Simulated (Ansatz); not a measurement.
`N#CBCl` and `N#CB(Cl)Cl` differ in one atom or group.

Ansatz, PBE0-D4/def2-TZVP geometries, multiplicity 1. 

| property | `N#CBCl` |
| --- | --- |
| HOMO–LUMO gap (B3LYP/def2-TZVPP) / eV | 6.05 |
| HOMO–LUMO gap (PBE/def2-TZVPP) / eV | 4.11 |
| HOMO energy (PBE0/def2-TZVPP) / eV | -9.68 |
| zero-point energy (PBE0-D4/def2-TZVP) / kJ/mol | 57.8 |
| HOMO energy (ωB97M-V/def2-TZVPP) / eV | -11.98 |
| HOMO–LUMO gap (PBE0/def2-TZVPP) / eV | 6.50 |

Q: What does the change do to each property? (Estimate.)

A: The calculation gave: 
```csv
property,`N#CB(Cl)Cl`,shift
HOMO–LUMO gap (B3LYP/def2-TZVPP) / eV,6.25,0.20
HOMO–LUMO gap (PBE/def2-TZVPP) / eV,4.41,0.30
HOMO energy (PBE0/def2-TZVPP) / eV,-9.80,-0.12
zero-point energy (PBE0-D4/def2-TZVP) / kJ/mol,39.4,-18.4
HOMO energy (ωB97M-V/def2-TZVPP) / eV,-12.06,-0.08
HOMO–LUMO gap (PBE0/def2-TZVPP) / eV,6.71,0.21
```

With PBE0 the HOMO falls by 0.12 eV and the LUMO rises by 0.10 eV, so the gap widens by about 0.22 eV. PBE moves the HOMO by -0.14 eV and ωB97M-V by -0.08 eV.

B3LYP here is the variant with VWN-RPA as its local correlation; programs differ in this.
